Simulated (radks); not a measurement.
Spherical jellium clusters: N electrons in a uniform positive sphere of charge N and radius rs N^(1/3), rs = 3.53 bohr. Method: non-relativistic Kohn-Sham, PBEsol, spin-polarised, spherical densities; computed with a radial shooting solver with Libxc functionals. Levels are named by radial order and angular momentum (1s, 1p, 1d, 2s, ...), and open shells are averaged over m.

N = 28, configuration 1s2 1p6 1d10 2s2 1f(up 7, down 1). This is the lowest configuration that the search found. Occupied levels:

level    occupation  eigenvalue (eV)  <r> (bohr)
1s up             1          -6.1734       6.523
1s down           1          -6.0159       6.065
1p up             3          -5.3470       7.743
1p down           3          -5.0606       7.457
1d up             5          -4.3090       8.560
1d down           5          -3.9412       8.400
2s up             1          -3.8168       6.871
2s down           1          -3.6096       7.075
1f up             7          -3.0886       9.243
1f down           1          -2.6745       9.178

Energy (eV): total -50.5104, kinetic 62.629, external -2355.2, Hartree 1162.7, exchange-correlation -114.84, background 1194.1.
